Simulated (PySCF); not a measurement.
SiH₃I, SMILES [SiH3]I.

Geometry: B3LYP-D3(BJ)/def2-TZVP. The def2 effective core potentials stand for the cores of I; spin–orbit coupling is left out.

The numbers are results of PySCF with PBE/def2-TZVPD, not measurements.

Symmetry labels are those of the subgroup Cs that the program uses (full group C3v).

Computed valence orbital energies around the gap with their symmetry:
```json
[
 {"orbital": "HOMO−7", "symmetry": "A\"", "energy (eV)": "-49.08"},
 {"orbital": "HOMO−6", "symmetry": "A'", "energy (eV)": "-17.58"},
 {"orbital": "HOMO−5", "symmetry": "A'", "energy (eV)": "-13.51"},
 {"orbital": "HOMO−4", "symmetry": "A'", "energy (eV)": "-9.15"},
 {"orbital": "HOMO−3", "symmetry": "A\"", "energy (eV)": "-9.15"},
 {"orbital": "HOMO−2", "symmetry": "A'", "energy (eV)": "-8.53"},
 {"orbital": "HOMO−1", "symmetry": "A\"", "energy (eV)": "-6.60"},
 {"orbital": "HOMO", "symmetry": "A'", "energy (eV)": "-6.60"},
 {"orbital": "LUMO", "symmetry": "A'", "energy (eV)": "-1.79"},
 {"orbital": "LUMO+1", "symmetry": "A'", "energy (eV)": "-0.50"},
 {"orbital": "LUMO+2", "symmetry": "A\"", "energy (eV)": "-0.18"},
 {"orbital": "LUMO+3", "symmetry": "A'", "energy (eV)": "-0.18"}
]
```
